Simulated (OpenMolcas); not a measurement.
Pr3+: from RASSCF to RASPT2

```
Program             : OpenMolcas 26.06
Basis               : ANO-RCC-VTZP [8s7p5d3f2g1h]
Scalar Hamiltonian  : DKH2, point nucleus
Active space        : 2 electrons in 12 orbitals (RAS2 4f; RAS3 5d, at most 1 electron)
State averaging     : 2S+1 = 3 even, 21 roots; 2S+1 = 1 even, 28 roots; 2S+1 = 3 odd, 35 roots; 2S+1 = 1 odd, 35 roots
Spin-orbit coupling : state interaction with AMFI integrals over the reference wave functions, term energies averaged over their components
```

Methods on the same reference wave functions:
A. RASSCF
B. SS-RASPT2, IPEA 0.25 Eh, imaginary shift 0.1 Eh (closed shells correlated: 5s 5p)

Energies in cm⁻¹ above 4f² ³H₄, the measured ground level; measured values from Martin, Zalubas and Hagan, Atomic Energy Levels: The Rare-Earth Elements, NSRDS-NBS 60 (1978).

| Level | A | B | Measured |
| --- | --- | --- | --- |
| 4f² ³H₄ | 0.0 | 0.0 | 0.0 |
| 4f² ³H₅ | 2274 | 2300 | 2152 |
| 4f² ³H₆ | 4680 | 4700 | 4389 |
| 4f² ³F₂ | 6794 | 5490 | 4997 |
| 4f² ³F₃ | 8253 | 6990 | 6415 |
| 4f² ¹D₂ | 23486 | 19910 | 17334 |
| 4f² ¹I₆ | 28089 | 25490 | 22212 |
| 4f² ³P₀ | 29542 | 25330 | 21390 |
| 4f² ³P₁ | 30177 | 26020 | 22007 |
| 4f² ³P₂ | 31381 | 27250 | 23161 |
| 4f 5d ¹G°₄ [72 %] | 56799 | 58640 | 61171 |
| 4f 5d ³F°₂ [72 %] | 57356 | 59050 | 61457 |
| 4f 5d ³F°₃ | 59190 | 61570 |  |
| 4f 5d ³H°₄ | 59433 | 61630 | 63581 |
| 4f 5d ³G°₃ | 59906 | 60840 |  |
| 4f 5d ³H°₅ | 61273 | 63550 | 65239 |
| 4f 5d ³G°₄ | 62257 | 63150 |  |
| 4f 5d ¹D°₂ [64 %] | 62894 | 62930 | 65322 |
| 4f 5d ³H°₆ | 64111 | 66390 | 68078 |
| 4f 5d ³G°₅ | 64281 | 65370 | 67899 |
| 4f² ¹S₀ | 64366 | 53520 |  |
| 4f 5d ³D°₁ | 64486 | 64990 | 66968 |
| 4f 5d ³D°₂ | 66063 | 66510 | 68412 |
| 4f 5d ³P°₁ | 69312 | 69130 | 70755 |

Deviations, from unrounded energies. A percentage is the sum of absolute deviations over the sum of measured energies, with the sign that they share, or ± where signs differ.

| Against measurement | Levels | A | B |
| --- | --- | --- | --- |
| mean absolute deviation (cm-1) | 19 | 3900 | 2100 |
| fine structure of the ground term (%) | 2 | +6.3 | +7.0 |
| other terms of the ground configuration (%) | 7 | +34.2 | +16.1 |
| other configurations (%) | 10 | -5.0 | -3.1 |

B lies closest to measurement on these levels. The largest miss of B in the table is 4f² ³P₂, by +4100 cm-1. The ranking rests on the paired levels alone, and a cruder setting can come out closer through cancelling errors.

From A to B the spin-free energies of the other terms of 4f² shown, above ³H, scale by factors of 0.78 to 0.90, as is usual when dynamic correlation screens the repulsion within a d or f shell.

The lowest spin-free term lies below A's lowest term by 0.249 hartree in B.

CASPT2 does not keep the components of a term degenerate, so their means are used; among the terms shown or strongly mixed into the levels shown the widest spread is 890 cm-1 (4f² ¹I, B). Without dynamic correlation excited terms often stand tens of per cent too high (terms of higher spin than the ground term too low), and those without a measured partner can miss by more than the paired ones (holds for A). Some levels mix across a computed gap that differs much from the measured one, so their mixing is not that of the real levels (holds for A). Some terms miss by over 15 % even with CASPT2, which points to a basis or an active space too small for the shells correlated (holds for B). Computed and measured levels are paired by configuration, term and J; levels that our copy of the source lacks, or whose pairing is in doubt (as where it misses far off the trend of its configuration), stay unpaired and out of the deviations. Levels of configurations outside the active space are missing. The table leaves out levels that lie high or whose names do not pair safely across all columns.

A share in square brackets marks a mixed level and gives the weight of the term that names it, the lowest over the columns. ° marks odd parity.
